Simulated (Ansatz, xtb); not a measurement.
## Ranking isomers of C2H5BF2

3 gas-phase structures of C2H5BF2, from a drawn sample of its isomers (lower ones may exist). Each was relaxed with GFN2-xTB; where two conformers were screened, the lower at r2SCAN-D4/def2-SVP is listed:

A. `FBCCF`, a singlet
B. `CB(F)CF`, a singlet
C. `CCB(F)F`, a singlet

Q: Estimate their order in r2SCAN-D4/def2-SVP energy at these geometries, lowest first.

A: Calculated order at r2SCAN-D4/def2-SVP: C (0.0), B (205.5), A (244.7) kJ/mol.

Energies above the lowest of each column, in kJ/mol; the last columns are at PBE0-D4/def2-SVP geometries:

```csv
structure,GFN2-xTB,HF/STO-3G,r2SCAN-D4/def2-SVP,PBE0-D4/def2-SVP,CCSD(T)/def2-SVP + ΔMP2/def2-TZVPP
C,0.0,0.0,0.0,0.0,0.0
B,155.3,190.3,205.5,203.1,203.8
A,139.4,219.9,244.7,241.3,237.3
```

Every level run on C puts it lowest or level with the lowest. Flexible structures stand in one conformer each, not always the lowest. ΔMP2 is the change of the MP2 energy from the smaller to the larger basis.

Programs: Ansatz 0.2.0, xtb 6.7.1.
